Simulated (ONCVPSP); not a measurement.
# Before and after: ONCV potential for caesium (Cs)

ONCVPSP 4.0.1 input, shortened (lines: element, Z, core and valence counts, functional; n l f; lmax; l rc ep ncon nbas qcut; lloc lpopt rc5 dvloc0; l nproj debl; icmod fcfact rcfact), PBE, fully relativistic:

```
  Cs 55.00    9    4        4      upf
    1    0    2.00
    2    0    2.00
    2    1    6.00
    3    0    2.00
    3    1    6.00
    3    2   10.00
    4    0    2.00
    4    1    6.00
    4    2   10.00
    5    0    2.00
    5    1    6.00
    5    2    0.50
    6    0    0.50
    2
    0    3.25    0.00    3    8    4.20
    1    3.00    0.00    5    9    4.80
    2    3.95    0.00    3    6    2.00
    4    5    1.95    1.00
    0    3    3.40
    1    2    3.80
    2    1    2.40
    3    4.75    1.70
```

Open shells are filled in proportion to 2j + 1.

All-electron outer shells of the reference configuration (PBE, scalar-relativistic, ld1.x):

| shell | level (eV) | outermost node (bohr) | outermost maximum (bohr) |
| --- | --- | --- | --- |
| 4d | -74.31 | 0.33 | 0.72 |
| 5s | -26.77 | 0.82 | 1.54 |
| 5p | -13.57 | 0.89 | 1.79 |
| 6s | -2.14 | 2.11 | 4.74 |
| 5d | -0.47 | 1.06 | 3.51 |

Change: p: rc 3.72.

Cutoffs: the cutoffs (Ha) at which the residual kinetic energy of the hardest occupied pseudo-wave falls to 1 and 0.1 mHa per electron; they do not see the model core or the augmentation charge, which bear on the density cutoff. Errors are all-electron minus pseudo energies relative to the spin-unpolarised reference configuration.

Task: Predict the effect on cutoff, ghosts and configuration errors.

Result: The potential gets softer (6.3 Ha and 8.8 Ha → 4.2 Ha and 8.8 Ha); the errors of the 4 common tests hardly move; neither file shows a bound ghost. A larger radius leaves more room for a smooth pseudo-wave, so fewer plane waves are needed.

```tsv
quantity	base	changed
cutoff, loose	6.3 Ha	4.2 Ha
cutoff, tight	8.8 Ha	8.8 Ha
loose cutoff by channel	s 3.9 Ha, p 6.3 Ha, d 3.4 Ha	s 3.9 Ha, p 4.2 Ha, d 3.4 Ha
bound ghosts	none	none
GHOST(+) flags under 300 eV	d5/2 at 109.4 eV, d3/2 at 112.0 eV, s at 133.3 eV, d5/2 at 216.3 eV, d3/2 at 246.8 eV	d5/2 at 109.4 eV, d3/2 at 112.0 eV, s at 133.3 eV, d5/2 at 216.3 eV, d3/2 at 246.8 eV
error for 5s2 5p6 5d0 6s1, meV [ΔE -0.84 eV]	-0.2	-0.2
error for 5s2 5p6 5d0 6s0, meV [ΔE 3.02 eV]	-1.3	-1.1
error for 5s2 5p6 5d0 6s0.5, meV [ΔE 0.63 eV]	+0.2	+0.2
error for 5s2 5p6 5d1 6s0, meV [ΔE 0.83 eV]	+0.1	+0.1
s: phases at 3.30 bohr within 0.05 rad from the reference energy up to (Ha; the scan ends near 5)	4.7	4.7
d5/2: phases at 4.02 bohr within 0.05 rad from the reference energy up to (Ha; the scan ends near 5)	0.4	0.4
d3/2: phases at 4.02 bohr within 0.05 rad from the reference energy up to (Ha; the scan ends near 5)	0.4	0.4
rms error of d²Exc/dni dnj with the model core, mHa	2.14	2.16
```
